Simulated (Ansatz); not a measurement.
C₈H₁₂Sn, SMILES C=[CH][Sn]([CH]=C)([CH]=C)[CH]=C.

Geometry: B3LYP-D3(BJ)/def2-SVP. The isomer is the one that the SMILES or the coordinates give; other isomers of the formula were not compared. The def2 effective core potentials stand for the cores of Sn; spin–orbit coupling is left out. Other conformers were not sampled.

Two levels are set side by side: PBE/def2-SVPD (Ansatz, a program for electronic structure) and PBE0/def2-SVPD (Ansatz). Energy differences of separate SCF runs at the same geometry; the states with an electron removed or added have multiplicity 2 and 2. Differences are taken from unrounded values.

```csv
quantity,PBE0
vertical ionisation energy (eV),9.00
vertical singlet–triplet gap (eV),4.16
```

Question: What does PBE give, and how far is it from PBE0? (The exact figures need the calculation; the answer reports its results.)

Answer: 
```csv
quantity,PBE,PBE minus PBE0
vertical ionisation energy (eV),8.57,-0.43
vertical singlet–triplet gap (eV),4.29,0.13
```
